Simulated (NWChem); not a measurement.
The numbers come from NWChem runs, not from measurements. System: BrCl, charge 0, spin multiplicity 1, displaced from the optimised geometry. Level: B3LYP/def2-SVP, VWN1-RPA local correlation, spin-restricted.

Job file:

```
start mol
memory heap 200 mb stack 900 mb global 1100 mb
geometry units angstroms nocenter noautoz noautosym
  Cl     0.000000     0.000000     2.026393
  Br     0.000000     0.000000    -0.717681
end
basis spherical
  * library def2-svp
end
dft
  xc b3lyp
  semidirect memsize 60000000 filesize 0
  iterations 100
end
task dft energy
```

Part of the output:

```
             Northwest Computational Chemistry Package (NWChem) 7.3.0
             --------------------------------------------------------

                                NWChem Input Module
                                -------------------

 Scaling coordinates for geometry "geometry" by  1.889725989
 (inverse scale =  0.529177249)

                             Geometry "geometry" -> ""
                             -------------------------

 Output coordinates in angstroms (scale by  1.889725989 to convert to a.u.)

  No.       Tag          Charge          X              Y              Z
 ---- ---------------- ---------- -------------- -------------- --------------
    1 Cl                  17.0000     0.00000000     0.00000000     2.02639300
    2 Br                  35.0000     0.00000000     0.00000000    -0.71768100

 Effective nuclear repulsion energy (a.u.)     114.7419723939

            Nuclear Dipole moment (a.u.)
            ----------------------------
        X                 Y               Z
 ---------------- ---------------- ----------------
     0.0000000000     0.0000000000    17.6308524556


 Summary of "ao basis" -> "" (spherical)
 ------------------------------------------------------------------------------
       Tag                 Description            Shells   Functions and Types
 ---------------- ------------------------------  ------  ---------------------
 *                          def2-svp                  on all atoms

                                 NWChem DFT Module
                                 -----------------

 Summary of "ao basis" -> "ao basis" (spherical)
 ------------------------------------------------------------------------------
       Tag                 Description            Shells   Functions and Types
 ---------------- ------------------------------  ------  ---------------------
 Cl                         def2-svp                 8       18   4s3p1d
 Br                         def2-svp                12       32   5s4p3d

 Summary of "ao basis" -> "ao basis" (spherical)
 ------------------------------------------------------------------------------
       Tag                 Description            Shells   Functions and Types
 ---------------- ------------------------------  ------  ---------------------
 Cl                         def2-svp                 8       18   4s3p1d
 Br                         def2-svp                12       32   5s4p3d

            General Information
            -------------------
          SCF calculation type: DFT
          Wavefunction type:  closed shell.
          No. of atoms     :     2
          No. of electrons :    52
           Alpha electrons :    26
            Beta electrons :    26
          Charge           :     0
          Spin multiplicity:     1
          Use of symmetry is: off; symmetry adaption is: off
          Maximum number of iterations: 100
          AO basis - number of functions:    50
                     number of shells:    20
          Convergence on energy requested:  1.00D-06
          Convergence on density requested:  1.00D-05
          Convergence on gradient requested:  5.00D-04

              XC Information
              --------------
                         B3LYP Method XC Potential
                     Hartree-Fock (Exact) Exchange  0.200
                        Slater Exchange Functional  0.800 local
                    Becke 1988 Exchange Functional  0.720 non-local
              Lee-Yang-Parr Correlation Functional  0.810
[...]
------------------------------------------------------------

   convergence    iter        energy       DeltaE   RMS-Dens  Diis-err    time
 ---------------- ----- ----------------- --------- --------- ---------  ------
 d= 0,ls=0.0,diis     1  -3033.8522884768 -3.15D+03  1.45D-02  2.37D-01     1.2
 d= 0,ls=0.0,diis     2  -3033.8345318029  1.78D-02  1.69D-02  1.71D-01     1.4
 d= 0,ls=0.0,diis     3  -3033.8227758661  1.18D-02  8.84D-03  2.57D-01     1.5
 d= 0,ls=0.0,diis     4  -3033.8715187855 -4.87D-02  6.93D-04  1.33D-03     1.7
 d= 0,ls=0.0,diis     5  -3033.8716907124 -1.72D-04  2.47D-04  1.98D-04     1.8
  Resetting Diis
 d= 0,ls=0.0,diis     6  -3033.8717222970 -3.16D-05  4.29D-05  4.99D-06     2.0
 d= 0,ls=0.0,diis     7  -3033.8717233453 -1.05D-06  7.05D-06  8.38D-08     2.0
 d= 0,ls=0.0,diis     8  -3033.8717233493 -3.99D-09  4.45D-06  4.58D-08     2.1

         Total DFT energy =    -3033.871723349318
      One electron energy =    -4444.644390950010
           Coulomb energy =     1415.533727246512
    Exchange-Corr. energy =     -119.503032039720
 Nuclear repulsion energy =      114.741972393901

 Numeric. integr. density =       52.000000308965

     Total iterative time =      1.5s

                       DFT Final Molecular Orbital Analysis
                       ------------------------------------

 Vector   24  Occ=2.000000D+00  E=-3.447644D-01
              MO Center= -5.7D-10,  3.6D-10,  1.0D+00, r^2= 2.9D+00
   Bfn.  Coefficient  Atom+Function         Bfn.  Coefficient  Atom+Function
  ----- ------------  ---------------      ----- ------------  ---------------
    12     -0.366143  1 Cl py                11      0.352607  1 Cl px
     9     -0.277602  1 Cl py                 8      0.267340  1 Cl px
    34     -0.259315  2 Br py                33      0.249729  2 Br px
    31     -0.234857  2 Br py                30      0.226175  2 Br px
     6     -0.160185  1 Cl py                28      0.155166  2 Br py

 Vector   25  Occ=2.000000D+00  E=-3.147236D-01
              MO Center=  3.9D-10, -6.8D-10,  2.9D-01, r^2= 3.1D+00
   Bfn.  Coefficient  Atom+Function         Bfn.  Coefficient  Atom+Function
  ----- ------------  ---------------      ----- ------------  ---------------
    33      0.338702  2 Br px                34     -0.336666  2 Br py
    30      0.324290  2 Br px                31     -0.322340  2 Br py
    11     -0.288168  1 Cl px                12      0.286436  1 Cl py
     8     -0.221261  1 Cl px                 9      0.219930  1 Cl py
    27     -0.210196  2 Br px                28      0.208933  2 Br py

 Vector   26  Occ=2.000000D+00  E=-3.147236D-01
              MO Center= -1.4D-09, -1.1D-09,  2.9D-01, r^2= 3.1D+00
   Bfn.  Coefficient  Atom+Function         Bfn.  Coefficient  Atom+Function
  ----- ------------  ---------------      ----- ------------  ---------------
    34      0.338702  2 Br py                33      0.336666  2 Br px
    31      0.324290  2 Br py                30      0.322340  2 Br px
    12     -0.288168  1 Cl py                11     -0.286436  1 Cl px
     9     -0.221261  1 Cl py                 8     -0.219930  1 Cl px
    28     -0.210196  2 Br py                27     -0.208933  2 Br px

 Vector   27  Occ=0.000000D+00  E=-2.324429D-01
              MO Center= -2.8D-09,  2.1D-09,  5.3D-01, r^2= 3.4D+00
   Bfn.  Coefficient  Atom+Function         Bfn.  Coefficient  Atom+Function
  ----- ------------  ---------------      ----- ------------  ---------------
    13      0.512056  1 Cl pz                35      0.493868  2 Br pz
    32      0.440092  2 Br pz                10      0.364245  1 Cl pz
    29     -0.285363  2 Br pz                 7      0.208152  1 Cl pz
    22      0.132469  2 Br s                  3     -0.094536  1 Cl s
    26      0.092505  2 Br pz                21     -0.071975  2 Br s

 Vector   28  Occ=0.000000D+00  E= 2.837417D-01
              MO Center= -1.5D-09,  8.8D-09, -6.3D-01, r^2= 3.2D+00
   Bfn.  Coefficient  Atom+Function         Bfn.  Coefficient  Atom+Function
  ----- ------------  ---------------      ----- ------------  ---------------
    22      2.000357  2 Br s                 23     -1.887657  2 Br s
    21     -0.575380  2 Br s                  3      0.482692  1 Cl s
     4     -0.313003  1 Cl s                  2     -0.157754  1 Cl s
    13     -0.124004  1 Cl pz                32     -0.100634  2 Br pz
    20      0.096142  2 Br s                 10     -0.072765  1 Cl pz

 Vector   29  Occ=0.000000D+00  E= 4.206974D-01
              MO Center= -6.2D-09,  5.5D-09,  4.2D-01, r^2= 3.5D+00
   Bfn.  Coefficient  Atom+Function         Bfn.  Coefficient  Atom+Function
  ----- ------------  ---------------      ----- ------------  ---------------
     3      1.360901  1 Cl s                  4     -1.265439  1 Cl s
    48     -0.685691  2 Br d  0              23      0.476490  2 Br s
    22     -0.398439  2 Br s                  2     -0.374825  1 Cl s
    38      0.175158  2 Br d  0              16     -0.109859  1 Cl d  0
    32      0.106980  2 Br pz                21      0.088752  2 Br s

 center of mass
 --------------
 x =   0.00000000 y =   0.00000000 z =   0.22215878

 moments of inertia (a.u.)
 ------------------
         654.097460842550           0.000000000000           0.000000000000
           0.000000000000         654.097460842550           0.000000000000
           0.000000000000           0.000000000000           0.000000000000

     Multipole analysis of the density
     ---------------------------------

     L   x y z        total         alpha         beta         nuclear
     -   - - -        -----         -----         ----         -------
     0   0 0 0     -0.000000    -26.000000    -26.000000     52.000000

     1   1 0 0      0.000000      0.000000      0.000000      0.000000
     1   0 1 0      0.000000      0.000000      0.000000      0.000000
     1   0 0 1     -0.279245     -8.955049     -8.955049     17.630852

     2   2 0 0    -23.086815    -11.543407    -11.543407      0.000000
     2   1 1 0     -0.000000     -0.000000     -0.000000      0.000000
     2   1 0 1      0.000000      0.000000      0.000000      0.000000
     2   0 2 0    -23.086815    -11.543407    -11.543407      0.000000
     2   0 1 1     -0.000000     -0.000000     -0.000000      0.000000
     2   0 0 2    -19.541959   -166.601190   -166.601190    313.660422

 Task  times  cpu:        2.1s     wall:        2.1s

 Total times  cpu:        2.1s     wall:        2.1s
```
